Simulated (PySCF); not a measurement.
## Absolute configuration from chiroptical data

Computed, not measured: TDDFT BHandHLYP/def2-SVPD circular dichroism and optical rotation, one conformer, gas phase in PySCF. Geometry: GFN2-xTB.

States above about 9.6 eV (minus the energy of the highest occupied orbital) lie near or above the ionisation threshold and depend on the basis.

Values for one enantiomer of C5H6F2, R in 10⁻⁴⁰ esu² cm² (velocity form):
| λ (nm) | f | R |
| --- | --- | --- |
| 148 | 0.0003 | +0.6 |
| 140 | 0.034 | +16.8 |
| 138 | 0.002 | -6.4 |
| 137 | 0.060 | +13.5 |
| 135 | 0.022 | -18.9 |
| 131 | 0.007 | +17.8 |
| 129 | 0.020 | +13.0 |
| 127 | 0.022 | -13.0 |

[α] at 589.3 nm: +47 deg dm⁻¹ (g/mL)⁻¹ (origin-invariant length gauge).

Problem. Which structure gives these signs?
A. FC1(F)C[C@H]2C[C@H]21
B. FC1(F)C[C@@H]2C[C@@H]21

Solution. B. Its CIP labels in SMILES order are S, S; the other enantiomer gives every sign reversed.

The signs above follow by mirror symmetry from the run on the other enantiomer. Geometry of FC1(F)C[C@H]2C[C@H]21 as run:
```xyz
13

F    -1.061   -1.841   -0.413
C    -0.956   -0.487   -0.502
F    -1.989   -0.106   -1.297
C    -0.880    0.286    0.823
C     0.475    0.833    0.376
C     1.399   -0.312    0.126
C     0.394    0.060   -0.923
H    -0.873   -0.334    1.719
H    -1.668    1.031    0.891
H     0.807    1.842    0.546
H     1.276   -1.234    0.675
H     2.425   -0.069   -0.105
H     0.646    0.332   -1.933
```
